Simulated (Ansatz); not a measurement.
A run for Ansatz (a quantum-chemistry and plane-wave program): SC-NEVPT2 on CASSCF(2,2)/cc-pVTZ on CH5GaO (SMILES [CH3][GaH][OH]), a point of a bond scan (R = 4.240 Å).

Ansatz 0.2 input:
```yaml
crystal:
  periodic: [false, false, false]
  atoms:
    - {symbol: Ga, position_ang: [-0.20387702, -0.20087746, -0.18794731]}
    - {symbol: H, position_ang: [-2.68840573, -2.84874378, -2.37680880]}
    - {symbol: C, position_ang: [0.23367618, 1.68484976, -0.52349908]}
    - {symbol: H, position_ang: [0.71008193, 1.79959260, -1.49873918]}
    - {symbol: H, position_ang: [0.90792671, 2.05496810, 0.24752430]}
    - {symbol: H, position_ang: [-0.67239606, 2.29332646, -0.52678867]}
    - {symbol: O, position_ang: [0.58916424, -0.88060294, 1.28534330]}
    - {symbol: H, position_ang: [0.38327687, -1.80339226, 1.46125511]}
basis:
  gaussian:
    orbitals: cc-pVTZ
    pivot_positions_ang: [[-0.20387702, -0.20087746, -0.18794731], [-2.68840573, -2.84874378, -2.37680880], [0.23367618, 1.68484976, -0.52349908], [0.71008193, 1.79959260, -1.49873918], [0.90792671, 2.05496810, 0.24752430], [-0.67239606, 2.29332646, -0.52678867], [0.58916424, -0.88060294, 1.28534330], [0.38327687, -1.80339226, 1.46125511]]
magnetization: {spin_polarized: false}
correlation: {method: sc_nevpt2, electrons: outside_noble_gas, active_space: {window: {electrons: 2, orbitals: 2}}}
output: {orbitals: {seedname: ./end}}
```

Output:

```
WARN ansatz: RAYON_NUM_THREADS=1 ignored (pool sized by the plan → 1); use --threads N
Functional definition: HF
integrals: 0.17 GiB planned
1157 factors; integrals over basis functions are off by at most 3.6e-4 eV
mean field: 0.53 GiB planned
mean field evaluation 1: about -55473.5796 eV, gradient 4.2e1 eV
mean field evaluation 2: about -55473.6389 eV, gradient 4.3e1 eV
mean field evaluation 4: about -55478.1580 eV, gradient 4.0e0 eV
mean field evaluation 8: about -55478.2270 eV, gradient 1.1e-1 eV
mean field evaluation 16: about -55473.9914 eV, gradient 1.6e1 eV
mean field evaluation 32: about -55476.6921 eV, gradient 4.5e-6 eV
mean field -55478.22708463 eV, -2038.7872408673 hartree, gradient 2.0e-6 eV, S^2 0.000000; 2 other end points of the search recorded, 0 dependent functions left out; unrestricted orbitals would lower it
reference -55478.22708463 eV, -2038.7872408673 hartree; 25, 25 occupied and 148, 148 virtual orbitals, 1157 factors
configuration interaction: 0.20 GiB planned
configuration interaction: 0.00 GiB planned
state -55481.20146386 eV, -2038.8965472878 hartree
state -55481.20146386 eV, -2038.8965472878 hartree; corrected -55494.47983029 eV, -2039.3845182538 hartree
Total energy: -55494.47983029 eV, -2039.3845182538 hartree
```

The calculation finished and met its thresholds.

Cost: very roughly 18 core-seconds.
